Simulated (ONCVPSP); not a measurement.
## Transferability test, ONCV potential for cobalt (Co)

cobalt, optimised norm-conserving Vanderbilt (ONCV), made with ONCVPSP 4.0.1 (BLYP, scalar-relativistic). Core [Ne], reference 3s2 3p6 3d7 4s2. Waves: 3s+4s: rc 1.40 bohr, ncon 4, nbas 9, qcut 11.1 1/bohr, 2 projectors; 3p: rc 0.80 bohr, ncon 4, nbas 9, qcut 8.7 1/bohr, 2 projectors, debl 2 Ha; 3d: rc 0.80 bohr, ncon 4, nbas 7, qcut 11.7 1/bohr, local. Local part: the d channel. Core correction: none.

In the p channel the program set the typed energies aside and used -2.405, 0.250 Ha.

Energies are relative to the spin-unpolarised reference configuration 3s2 3p6 3d7 4s2; without spin polarisation the order of configurations can differ from experiment.

Task: Give the all-electron excitation energy and the error of the potential for: 3s2 3p6 3d7 4s1; 3s2 3p6 3d7 4s0; 3s2 3p6 3d6 4s0; 3s2 3p6 3d5 4s0.

Result:

| valence configuration | charge | ΔE all-electron (eV) | error AE − PS (meV) |
| --- | --- | --- | --- |
| 3s2 3p6 3d7 4s1 | +1 | 9.043 | -0.3 |
| 3s2 3p6 3d7 4s0 | +2 | 26.016 | +0.6 |
| 3s2 3p6 3d6 4s0 | +3 | 61.891 | -11 |
| 3s2 3p6 3d5 4s0 | +4 | 117.213 | -20 |
